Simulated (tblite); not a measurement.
Species: C₅H₂Cl₂OS.
Atom-mapped SMILES: `[O:1]=[C:2]([Cl:3])[c:4]1[cH:5][c:6]([Cl:7])[cH:8][s:9]1` (hydrogens: H10 on C5; H11 on C8)

Structure used (GFN2-xTB), in Å, numbered top down from 1:
```xyz
11
C5H2Cl2OS angstrom
O      2.9133    0.5495    0.9682
C      2.0930    0.5845    0.1068
Cl     2.5146    1.2244   -1.4924
C      0.7198    0.1555    0.1774
C     -0.2670    0.1725   -0.7796
C     -1.4790   -0.3440   -0.2925
Cl    -2.9046   -0.4608   -1.2384
C     -1.4075   -0.7455    1.0157
S      0.1432   -0.5011    1.6803
H     -0.1267    0.5377   -1.7799
H     -2.1936   -1.1701    1.6084
```

Method: GFN2-xTB as coded in tblite; computed harmonic values from a numerical Hessian at the method's own geometry, unscaled. This tight-binding method is rough: wavenumbers can miss measured ones by several per cent, in bad cases by 10 to 20. One conformer, not necessarily the lowest.

Harmonic wavenumbers (cm⁻¹): 48.5, 106.3, 123.5, 225.0, 260.8, 271.1, 374.6, 412.5, 433.1, 489.3, 553.7, 629.6, 701.8, 751.2, 755.9, 827.6, 856.8, 880.7, 1073.4, 1122.4, 1143.1, 1350.1, 1401.6, 1514.8, 1787.5, 3151.8, 3166.8.

A = 1775, B = 613.9, C = 456.1 MHz; mass 179.920 u (most abundant isotopes); point group Cs, symmetry number 1.

Task: What is the zero-point energy?

Result: Half the sum of the wavenumbers: 12207 cm⁻¹ = 146.03 kJ/mol.

Task: What is S at 500 K and 1 bar for an ideal gas of classical rigid rotors and harmonic oscillators?

Result: Translation 184.36, rotation 135.52, vibration 156.99: S = 476.9 J/(mol K).

Task: And Cp and H(500 K) − H(0)?

Result: Cp = 177.18 J/(mol K), of which vibrations give 143.92 (their classical limit is 27 R = 224.5); H(500 K) − H(0) = 56.82 kJ/mol without the zero-point energy, 40.19 from vibrations.

Task: Which modes carry the vibrational entropy at 500 K?

Result: 48.5 cm⁻¹: 24.69; 106.3 cm⁻¹: 18.20; 123.5 cm⁻¹: 16.96; 225.0 cm⁻¹: 12.07; 260.8 cm⁻¹: 10.89; 271.1 cm⁻¹: 10.59 J/(mol K); the other 21 give 63.59 together.

Task: Blend soft modes into free rotors: weight 1/[1 + (100 cm⁻¹/ν̃)⁴] for the oscillator and the rest for a rotor with moment μB/(μ + B), μ = h/(8π²ν), B = 10⁻⁴⁴ kg m². What vibrational entropy results?

Result: 146.70 J/(mol K) in place of 156.99, which changes −T·S at 500 K by +5.15 kJ/mol.

Task: How do the functions run with temperature in this model?

Result: 
```
 T (K)  S (J/(mol K))  Cp (J/(mol K))  H − H(0) (kJ/mol)  G − H(0) (kJ/mol)  ln q(vib)
   150          322.4            85.4               8.67             -39.69       2.17
   250          374.2           119.3              18.95             -74.60       4.19
298.15          396.4           133.6              25.04             -93.16       5.17
   400          439.4           158.7              39.99            -135.77       7.24
   600          510.5           191.1              75.27            -231.01      11.10
   900          593.4           216.7             136.90            -397.17      16.25
```

q(vib) and H(0) count from the zero-point level.

Hindered rotation and anharmonicity are outside this model. Other conformers, if any are populated, would add a mixing term that is left out.
